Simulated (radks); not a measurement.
Question: The oxygen ion O3+, 5 electrons, occupied as [He] 2s2 2p1 (the NIST ground configuration). Method: scalar-relativistic Kohn-Sham, RPBE, spin-polarised, spherical densities, finite nucleus; open shells are filled with parallel spins first; Fermi nuclear charge, rms radius 2.6991 fm; computed with a radial shooting solver on a logarithmic mesh with Libxc functionals. Some entries of the table are withheld. Estimate them.

orbital,occ.,eigenvalue (Ry),<1/r> (bohr^-1)
1s up,1,(1),7.649
1s down,1,(2),7.659
2s up,1,(3),1.498
2s down,1,(4),1.476
2p up,1,-4.86477,1.407
2p down,0,-4.63999,1.388

Answer: 
(1) 1s up eigenvalue (Ry): -43.18462
(2) 1s down eigenvalue (Ry): -43.11032
(3) 2s up eigenvalue (Ry): -5.94172
(4) 2s down eigenvalue (Ry): -5.72716
